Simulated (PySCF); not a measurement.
C2H9NSi2, neutral, multiplicity 1.

```xyz
14

Si     1.1618    -0.1386     0.0000
N     -0.0732     1.0693     0.0000
C      0.3426     2.4699     0.0000
C     -1.5229     0.9482     0.0000
H     -0.0416     2.9950     0.8931
H     -0.0416     2.9950    -0.8931
H      1.4401     2.5385     0.0000
H     -1.9555     1.4370    -0.8917
H     -1.9555     1.4370     0.8917
H     -1.8420    -0.1011     0.0000
Si    -0.1986    -2.1154     0.0000
H      0.6780    -3.3278     0.0000
H     -1.0860    -2.2056     1.2062
H     -1.0860    -2.2056    -1.2062
```
Charge 0, spin multiplicity 1.

Geometry: ωB97X-D3(BJ)/def2-SVP. Other conformers were not sampled.

These are PBE/pcSseg-1 (PySCF) values and carry that method's errors. Non-relativistic, no solvent.

Computed absolute GIAO shielding of each atom: isotropic value and principal components (ppm):
| atom | σ(iso) | σ11 | σ22 | σ33 | span |
|---|---|---|---|---|---|
| Si1 | -106.5 | -734.9 | 182.0 | 233.4 | 968.3 |
| N2 | 37.3 | -190.6 | 89.8 | 212.8 | 403.4 |
| C3 | 124.5 | 94.3 | 105.3 | 173.9 | 79.6 |
| C4 | 125.1 | 95.2 | 108.3 | 171.9 | 76.7 |
| H5 | 27.7 | 25.0 | 25.8 | 32.4 | 7.4 |
| H6 | 27.7 | 25.0 | 25.8 | 32.4 | 7.4 |
| H7 | 27.0 | 24.2 | 26.5 | 30.4 | 6.2 |
| H8 | 27.7 | 25.0 | 25.6 | 32.5 | 7.5 |
| H9 | 27.7 | 25.0 | 25.6 | 32.5 | 7.5 |
| H10 | 27.2 | 22.7 | 28.6 | 30.4 | 7.7 |
| Si11 | 460.6 | 439.7 | 455.8 | 486.4 | 46.7 |
| H12 | 27.8 | 25.4 | 25.5 | 32.5 | 7.1 |
| H13 | 27.9 | 24.7 | 27.1 | 32.0 | 7.3 |
| H14 | 27.9 | 24.7 | 27.1 | 32.0 | 7.3 |
